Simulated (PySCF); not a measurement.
Where the electron goes

Species: (BeSe)3 ring, Be3Se3.
Structure used (PBE0-D3(BJ)/def2-SVP), in Å, numbered top down from 1:
```xyz
6
Be3Se3 angstrom
Be     1.1545    0.4583    0.7551
Se     0.7967   -1.2595    1.7840
Be    -0.6539   -1.2479    0.3585
Se    -1.8463   -0.7328   -1.2065
Be    -0.5002    0.7895   -1.1145
Se     1.0493    1.9924   -0.5767
```

Level of theory: TDDFT B3LYP/def2-SVPD, vertical, gas phase, core orbitals frozen in the response in PySCF 2.14.0, density-fitted response routines. The B3LYP/def2-SVPD calculation is non-relativistic and has no spin–orbit coupling, an omission that weighs most on selenium.

Frontier orbitals with the atoms that hold most of them (Löwdin shares over 4%, at most four atoms; ? is withheld):

```json
{"orbital": "HOMO-3", "ε (eV)": "-8.73", "atoms": "Se4 45%, Se6 30%, Be5 12%, Be3 6%"}
{"orbital": "HOMO-2", "ε (eV)": "-8.19", "atoms": "Se2 22%, Se4 22%, Se6 22%, Be3 11%"}
{"orbital": "HOMO-1", "ε (eV)": "-7.11", "atoms": "Se2 48%, Se6 42%, Be5 5%, Be3 4%"}
{"orbital": "HOMO", "ε (eV)": "-7.10", "atoms": "Se4 60%, Se6 19%, Se2 12%, Be1 6%"}
{"orbital": "LUMO", "ε (eV)": "-2.96", "atoms": "?"}
{"orbital": "LUMO+1", "ε (eV)": "-1.10", "atoms": "Se6 22%, Se4 22%, Se2 22%, Be1 11%"}
{"orbital": "LUMO+2", "ε (eV)": "-0.73", "atoms": "Se6 22%, Se2 22%, Se4 22%, Be1 11%"}
```

**Question.** Give the leading atoms of the LUMO.

**Answer.** Be5 (bonded to 2 Se) 20%; Be1 (bonded to 2 Se) 20%; Be3 (bonded to 2 Se) 20%; Se4 (bonded to 2 Be) 13%. By element: beryllium 60%, selenium 13% or more.

Within 0.005 eV of a neighbour in this list lie HOMO-1/HOMO (point group found: D3h); within a degenerate set the shares of single atoms can hang on how the components are chosen.

**Question.** The HOMO–LUMO gap is 4.14 eV. Where does the response calculation put the lowest singlet, and from which orbitals?

**Answer.** S1 is at 3.13 eV (f = 0.0000), 1.01 eV below the gap, made of HOMO-1/HOMO→LUMO (99%). S1/S2 lie within about 0.01 eV of each other. 

Next come S2 at 3.13 eV (f 0.0000), HOMO-1/HOMO→LUMO (99%); S3 at 4.16 eV (f 0.0056), HOMO-2→LUMO (99%); S4 at 4.77 eV (f 0.0000), HOMO-5→LUMO (98%); S5 at 4.83 eV (f 0.0064), HOMO-3→LUMO (92%).

Orbitals of the list HOMO-3 to LUMO+2 that lie within 0.01 eV of each other are written together with a slash and their weights summed (≥ marks a lower bound); for degenerate orbitals outside that list single weights are arbitrary.

Time: 38 s of wall time. Hardware: one thread of an Arm Neoverse V2, no GPU (shared host).

One conformer stands for the species.
